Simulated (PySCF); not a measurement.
Gas-phase reaction: 2 SiI₄ + 3 Cl₂ → 4 I₂ + 2 SiCl₃

Energies from PySCF (xtb for GFN2), thermal terms from the rigid-rotor harmonic-oscillator model, ideal gas at 1 bar. † marks an energy on the PBE0/def2-TZVP geometry and frequencies; other levels use their own. Open shells (unrestricted): SiCl₃ (multiplicity 2); the rest are closed-shell singlets. GFN2 has no spin-polarisation term. B3LYP is the form with VWN-RPA correlation. I: scalar-relativistic def2 core potential, no spin-orbit coupling. The harmonic model lacks anharmonicity and excited electronic states, which grow with temperature; levels with a mode under 35 cm⁻¹ are left out. Soft modes under 120 cm⁻¹ make the harmonic entropy rough for SiI₄.

```tsv
level	ΔE electronic, kJ	ΔH°(298 K), kJ	ΔS°(298 K), J/K	ΔG°(1000 K), kJ
B3LYP/def2-TZVP†	-207	-210	182	-386
BLYP/def2-TZVP†	-216	-219	182	-395
GFN2-xTB	-46	-51	184	-229
M06-2X/def2-TZVP†	-148	-151	182	-327
LDA/def2-TZVP†	-76	-79	182	-255
```
ΔH° is lowest at BLYP/def2-TZVP† and highest at GFN2-xTB. No reference value is set beside these.
